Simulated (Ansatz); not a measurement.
`C[O][Al][O]C` radical at its PBE0-D4/def2-TZVP geometry, where that method's forces vanish. The species carries charge 0 and has multiplicity 2.

```xyz
11

C    -1.4191   -1.2473   -0.8077
O    -0.6801   -1.6683    0.2993
Al    0.5328   -1.1393    1.3420
O     1.2924    0.3614    1.2430
C     1.2877    1.5283    0.4766
H    -2.4893   -1.2700   -0.5770
H    -1.1633   -0.2287   -1.1237
H    -1.2442   -1.9177   -1.6558
H     1.0410    2.3910    1.1045
H     2.2793    1.6998    0.0446
H     0.5629    1.4907   -0.3457
```

Task: What forces (eV/Å) does B3LYP-D4/def2-TZVPP give on these atoms in Ansatz? (Best estimate.)

Result: The calculation gave: 
```
C1  -0.218  0.090 -0.304
O2   0.106 -0.104  0.186
Al3  0.047 -0.099  0.117
O4   0.028 -0.184  0.151
C5   0.019  0.333 -0.194
H6   0.047  0.005 -0.019
H7  -0.012 -0.047  0.014
H8  -0.013  0.037  0.033
H9   0.012 -0.035 -0.037
H10 -0.050  0.000  0.016
H11  0.034  0.003  0.038
```

B3LYP here is the variant with VWN-RPA as its local correlation; programs differ in this.
